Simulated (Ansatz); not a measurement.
Ansatz (an electronic-structure program) input (PBE/def2-TZVPD):

Ansatz 0.2 input:
```yaml
crystal:
  periodic: [false, false, false]
  atoms:
    - {symbol: O, position_ang: [0.00000000, 0.00000000, 0.00000000]}
basis:
  gaussian:
    orbitals: def2-TZVPD
hamiltonian:
  xc: {name: PBE}
magnetization: {spin_polarized: true, initial_magnetization: 2}
scf: {lower_state_search: full}
```

Output:

```
Functional definition: PBE
integrals: 0.00 GiB planned
184 factors; their error is unknown
mean field: 0.07 GiB planned
mean field evaluation 1: about -2040.8385 eV, gradient 1.0e1 eV
mean field evaluation 2: about -2040.7986 eV, gradient 1.0e1 eV
mean field evaluation 4: about -2041.1469 eV, gradient 2.8e-2 eV
mean field evaluation 8: about -2041.1448 eV, gradient 7.5e-4 eV
mean field evaluation 16: about -2041.1498 eV, gradient 1.4e-3 eV
mean field evaluation 32: about -2041.1448 eV, gradient 2.7e-5 eV
mean field evaluation 64: about -2041.1469 eV, gradient 6.8e-3 eV
mean field -2041.14482279 eV, -75.0106886997 hartree, gradient 3.4e-5 eV, S^2 2.003157; 6 other end points of the search recorded, 0 dependent functions left out
reference -2041.14486472 eV, -75.0106902407 hartree; 5, 3 occupied and 35, 37 virtual orbitals, 184 factors
Total energy: -2041.14486472 eV, -75.0106902407 hartree
```
